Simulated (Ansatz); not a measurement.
Isolated molecules relaxed with PBE0-D4/def2-TZVP in Ansatz; ΔE leaves out vibrations. CCSD(T)/CBS adds triple-zeta CCSD(T) − MP2 to the extrapolated MP2 energy (def2 sets, frozen cores). This one scheme is used for every species. Functionals use def2-TZVPP. One conformer a species, not always the lowest.

`CBF` + CH₃NH₂ → `NCBF` + CH₄  (formal exchange of groups at a B–C bond)

```csv
level,ΔE (kcal/mol)
PBE-D4,-0.2
MP2/def2-TZVPP,0.3
CCSD(T)/def2-TZVPP,0.3
MP2/CBS(def2),0.2
```

Task: What does CCSD(T)/CBS give? (Estimate.)

Result: Computed: +0.2 kcal/mol. The listed levels differ from it by -0.4, 0.1, 0.1, 0.0 kcal/mol.

Largest T1 diagnostic among the species: 0.012.

In def2-TZVPP, CCSD(T) changes the Hartree–Fock value by −0.9 kcal/mol (the triples alone add −0.2 kcal/mol) and MP2 by −0.9 kcal/mol. Leaving LDA and LC-ωPBE aside and taking each functional with its dispersion term where it has one, the values, not all of them listed here, spread over 0.7 kcal/mol, from revPBE-D4 to B2PLYP. LDA lies −1.1 kcal/mol from PBE without D4.
